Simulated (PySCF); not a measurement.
Computed structure and properties of [PrF4]−

System: [PrF4]− (singlet in the valence; each metal's 4f electrons, 2 of them, lie in its core potential, out of spins and levels); start: template (Td). Method: PySCF 2.14.0, RKS PBE0, Pr lcecp-1-SVP with ECP48, F def2-SVP; non-relativistic Hamiltonian with scalar-relativistic core potentials where named; density fitting; no spin-orbit coupling.

Input of the relaxation:

```python
mol = gto.M(atom='''
Pr     0.00000     0.00000     0.00000
F      1.24880     1.24880     1.24880
F     -1.24880    -1.24880     1.24880
F      1.24880    -1.24880    -1.24880
F     -1.24880     1.24880    -1.24880''',
    basis={'Pr': 'lcecp-1-SVP', 'F': 'def2-SVP'},
    ecp={'Pr': 'lcecp-1-SVP'},
    charge=-1, spin=0)
mf = dft.RKS(mol, xc='PBE0')
mf.grids.atom_grid = (50, 194)  # f atoms: unpruned, at least (60, 302)
mf = mf.density_fit()  # fitting sets: Pr AutoAux, F def2-universal-JKFIT
mf.conv_tol = 1e-08; mf.max_cycle = 55
mf.kernel(dm0)  # dm0: converged density of the start geometry
# quasi-Newton relaxation in Cartesian coordinates to a largest gradient under 0.00045 Eh/bohr, steps kept in the point group
```

Run from Python with OMP_NUM_THREADS=2; the lines above give its settings. Where DIIS fails, smearing, a level shift and second-order steps follow.
It took 7.4 s on 2 threads of Arm Neoverse V2, on a shared host, from the converged density of the start.

Course of the relaxation:

```
step  energy above end (eV)  largest force component within the symmetry (eV/Å)
   0                 0.0002                                               0.024
   1                 0.0000                                               0.007
   2                 0.0000                                               0.000
```

Relaxed geometry (Td):

```xyz
5

Pr    0.0000    0.0000    0.0000
F     1.2475    1.2475    1.2475
F    -1.2475   -1.2475    1.2475
F     1.2475   -1.2475   -1.2475
F    -1.2475    1.2475   -1.2475
```

```tsv
contact	Å
Pr1–F2 (F)	2.161
Pr1–F3 (F)	2.161
Pr1–F4 (F)	2.161
Pr1–F5 (F)	2.161
```

On the finer grid (75, 302):

```
HOMO                                                          : -4.67 eV
LUMO                                                          : 3.60 eV
Dipole about the centre of mass                               : 0.00 D
Set of Mulliken populations of Pr1 outside the core potential : s 2.12, p 6.32, d 1.34, f 0.12
D3(BJ) dispersion energy (not in the energies)                : -0.055 eV
```

```
atom  Mulliken (e)  Löwdin (e)  spin (e)
 Pr1          1.10        0.64      0.00
  F2         -0.52       -0.41      0.00
  F3         -0.52       -0.41      0.00
  F4         -0.52       -0.41      0.00
  F5         -0.52       -0.41      0.00
```

The 4f levels lie in the core potential and are missing. Their spin isn't counted.

On the grid (50, 194), as all that follows. Harmonic modes: a minimum; lowest 102 cm⁻¹ (negative: unstable), highest 505 cm⁻¹, zero-point energy 0.155 eV.

Taking off one F (charge -1, singlet; the rest: singlet) in vacuum, both parts rigid, costs 6.36 eV; the small basis without counterpoise inflates it.

Rigid scan of F along the line from its metal:

```
distance to F2 (Å)  energy (eV)
              1.86        1.066
              1.96        0.405
              2.06        0.087
              2.16        0.000
              2.26        0.065
              2.36        0.228
              2.56        0.705
              2.86        1.526
              3.26        2.506
              3.76        3.403
```

One start shape was tried, so this needn't be the lowest isomer.

An lcecp potential fixes the number of 4f electrons, so in runs with it no electron can move into or out of that shell.
